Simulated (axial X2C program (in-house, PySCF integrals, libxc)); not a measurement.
Which molecule has these constants?

Computed with an axial X2C code built on PySCF integrals, spin-free (one-electron X2C) or two-component (2c: spin–orbit coupling with atomic mean-field Coulomb and Gaunt terms, which also bring small scalar terms), in Dyall basis sets with cores contracted in-house; open shells are unrestricted.

A two-component PBE0 calculation in a Dyall 3-zeta basis gave Re = 2.520 Å, ωe = 257.7 cm⁻¹, De = 2.80 eV, Ω = 0.

Problem. Which molecule is it?
A. MgAu⁺
B. BeAu⁺
C. CaAu⁺

Solution. C. The others have BeAu⁺ 1.986 Å and 650.4 cm⁻¹ (Ω = 0); MgAu⁺ 2.374 Å and 330.8 cm⁻¹ (Ω = 0).

Each entry is the lowest single determinant of a limited PBE0 search at one distance. De goes to single-determinant-based atoms at the same level (for ions the charge split of lowest energy) and is withheld (n/a) where an atom does not fit its ground term or J level. Main or longest-lived isotopes.
